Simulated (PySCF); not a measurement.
**Worked example: dipole moment from atomic charges**

CH3AlClF, SMILES [CH3][Al]([F])[Cl]. Atoms are numbered in the order given.

```xyz
7

Al    -0.0052    -0.3761     0.1250
F     -1.2875    -1.3796    -0.2081
Cl    -0.1818     1.5815    -0.5988
C      1.5324    -1.0170     1.0963
H      2.1224    -0.1930     1.5244
H      2.1926    -1.5839     0.4185
H      1.2352    -1.7005     1.9068
```

Coordinates come from a PBE0-D3(BJ)/def2-SVP optimisation.

Charges (e) from PBE0/def2-TZVPD run with PySCF:

| atom | IAO | ESP fit |
|---|---|---|
| Al1 | 1.261 | 0.999 |
| F2 | -0.576 | -0.437 |
| Cl3 | -0.363 | -0.319 |
| C4 | -0.841 | -0.814 |
| H5 | 0.173 | 0.163 |
| H6 | 0.173 | 0.199 |
| H7 | 0.173 | 0.209 |

The dipole moment of the full density is 2.29 D.

Task: What dipole moment does each set of point charges give, and which comes closer to that of the density?

Result: 
μ = Σ q r, and 1 e Å = 4.8032 D.
IAO: Σ q r = (0.472, 0.000, 0.239) e Å, |μ| = 2.54 D.
ESP fit: Σ q r = (0.408, -0.152, 0.245) e Å, |μ| = 2.40 D.
ESP fit comes closer in size. Point charges leave out the atoms' own dipoles (lone pairs, polarised bonds); fits to the potential absorb them, partitions of the density don't.
